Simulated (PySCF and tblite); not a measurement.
Values are calculated unless marked as measured or tabulated.
Stationary points of C5H6FNO at GFN2-xTB, in Å:

Structure A

```
 1 C    -1.958    0.185   -0.366
 2 C    -0.933    0.198    0.763
 3 F    -1.237   -0.807    1.659
 4 C     0.456   -0.015    0.258
 5 C     1.217   -1.128    0.062
 6 N     2.421   -0.746   -0.456
 7 C     2.349    0.537   -0.556
 8 O     1.186    1.056   -0.141
 9 H    -2.957    0.314    0.045
10 H    -1.748    0.994   -1.060
11 H    -1.912   -0.765   -0.894
12 H    -0.983    1.139    1.327
13 H     0.989   -2.153    0.265
14 H     3.109    1.193   -0.929
```

Structure B

```
 1 C    -1.801   -0.619    0.644
 2 C    -1.076    0.558    0.011
 3 F    -1.188    1.659    0.854
 4 C     0.369    0.277   -0.230
 5 C     1.211    0.592   -1.256
 6 N     2.451    0.101   -0.973
 7 C     2.325   -0.471    0.178
 8 O     1.095   -0.407    0.690
 9 H    -2.835   -0.349    0.842
10 H    -1.774   -1.471   -0.030
11 H    -1.319   -0.887    1.581
12 H    -1.543    0.867   -0.933
13 H     1.014    1.125   -2.162
14 H     3.096   -0.970    0.729
```

Structure C

```
 1 C    -1.931   -0.507    0.193
 2 C    -0.959    0.652    0.383
 3 F    -0.967    1.037    1.706
 4 C     0.436    0.281   -0.015
 5 C     0.955   -0.225   -1.171
 6 N     2.299   -0.391   -1.009
 7 C     2.539    0.004    0.196
 8 O     1.458    0.425    0.858
 9 H    -2.920   -0.212    0.533
10 H    -1.976   -0.780   -0.856
11 H    -1.602   -1.366    0.774
12 H    -1.292    1.533   -0.187
13 H     0.469   -0.473   -2.091
14 H     3.491    0.020    0.686
```

The path came from a restrained scan, a climbing-image band and a saddle search at GFN2-xTB; energies are PBE0/pcSseg-1 + D3(BJ)//GFN2-xTB, thermal terms GFN2-xTB.

Q: Which structure is a saddle point, and along which motion?

A: C: one imaginary mode (41i cm⁻¹ at GFN2-xTB, mostly on O8, F3, C1), along the rotation about the C4–C2 bond (torsion C5–C4–C2–C1 from -91° to 141°, rising).

Q: Give their symmetry and energies above the lowest.

A: A C1, 0.7 kcal/mol; B C1, 0.0 kcal/mol; C C1, 3.2 kcal/mol.
